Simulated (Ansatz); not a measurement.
`[AlH2][CH2][GeH3]`, charge 0, multiplicity 1.

Give a relaxed structure at PBE0-D4/def2-TZVP (Ansatz 0.2.0). (Best estimate.)

Ansatz gave: 
```xyz
10

Al    1.051    1.482   -0.179
C    -0.634    0.524   -0.033
Ge   -0.418   -1.414    0.153
H     1.787    1.996    1.131
H     1.708    1.717   -1.605
H    -1.254    0.684   -0.921
H    -1.199    0.859    0.843
H     0.415   -1.740    1.408
H     0.324   -1.987   -1.071
H    -1.780   -2.120    0.273
```
Point group Cs.
This is one stationary point; other conformers may exist.
